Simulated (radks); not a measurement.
Kinetic energies: the exact non-interacting value of the Kohn-Sham orbitals and orbital-free approximations, as 100 (|E| - |E exact|)/|E exact|, negative where the magnitude is too small. Species: Ga8+ [Ar] 3d5; Sr [Kr] 5s2. All-electron calculation, non-relativistic Kohn-Sham, exchange-only LDA, spin-polarised, spherical densities, point nucleus. Program: a radial shooting solver on a logarithmic mesh with Libxc functionals. Every spin shell is full or empty, so the densities are truly spherical. Functionals are evaluated on that one density, not self-consistently.

functional          Ga8+       Sr
exact (hartree)  1896.17  3126.00
Thomas-Fermi       -6.28    -5.77
von Weizsacker    -50.23   -54.52
TF + vW           +43.49   +39.71
TF + vW/9          -0.75    -0.71
TF + vW/5          +3.68    +3.33
LC94               0.00    +0.05
APBEK              +0.08    +0.12
revAPBEK           +0.33    +0.33
Perdew 92          -0.74    -0.70
Thakkar            -0.45    -0.49
Pearson            -1.24    -1.03
LKT               +23.80   +21.29
PG1               +18.94   +16.80
DePristo-Kress     -0.09    -0.08
Ernzerhof          -0.32    -0.39
